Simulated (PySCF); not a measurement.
SCF from a fresh guess for doublet SbH₂, at the PBE0 minimum. PySCF input:

```python
from pyscf import gto, scf, dft
mol = gto.M(atom='''
Sb     0.000000    -0.000000    -0.019504
H      1.213017    -0.000000     1.188016
H     -1.213017     0.000000     1.188016''',
    basis={'Sb': 'def2-TZVP', 'H': 'def2-TZVP'},
    ecp={'Sb': 'def2-TZVP'},
    charge=0, spin=1)
mf = dft.UKS(mol, xc='PBE0')
mf.grids.atom_grid = (50, 194)
aux = {'Sb': 'def2-universal-JKFIT', 'H': 'def2-universal-JKFIT'}
mf = mf.density_fit(auxbasis=aux)
mf.conv_tol = 1e-08
mf.diis_space = 10
mf.max_cycle = 60
mf.init_guess = 'minao'
mf.verbose = 4
mf.kernel()
```

Excerpt of the output (cycles alone):

```
init E= -202.876131733215
cycle= 1 E= -240.229369317144  delta_E= -37.4  |g|= 1.81  |ddm|= 10.7
cycle= 2 E= -240.293047444878  delta_E= -0.0637  |g|= 2.02  |ddm|= 4.88
cycle= 3 E= -241.418597654956  delta_E= -1.13  |g|= 0.0795  |ddm|= 2.15
cycle= 4 E= -241.420536399022  delta_E= -0.00194  |g|= 0.033  |ddm|= 0.119
cycle= 5 E= -241.420841597592  delta_E= -0.000305  |g|= 0.00472  |ddm|= 0.0258
cycle= 6 E= -241.420855254239  delta_E= -1.37e-05  |g|= 0.00116  |ddm|= 0.00765
cycle= 7 E= -241.420856865468  delta_E= -1.61e-06  |g|= 0.000275  |ddm|= 0.00254
cycle= 8 E= -241.420857064148  delta_E= -1.99e-07  |g|= 7.34e-05  |ddm|= 0.00101
cycle= 9 E= -241.420857080788  delta_E= -1.66e-08  |g|= 1.34e-05  |ddm|= 0.000332
cycle= 10 E= -241.420857081298  delta_E= -5.1e-10  |g|= 2.16e-06  |ddm|= 6.28e-05
Extra cycle  E= -241.420857081305  delta_E= -7.28e-12  |g|= 1.43e-06  |ddm|= 6.64e-06
converged SCF energy = -241.420857081305  <S^2> = 0.75488643  2S+1 = 2.0048805
```

No lower solution of this spin was found by a stability analysis within the unrestricted form.

With an element this heavy the missing spin–orbit coupling can shift these numbers.

The search for the lowest solution, with the stability check, took 2.8 s on 2 threads of a shared AMD EPYC 7R43 64-Core (Zen 3) host, with 62 basis functions; the process peaked at 0.25 GiB. Launch command: `OMP_NUM_THREADS=2 python axn.py task.json out`.
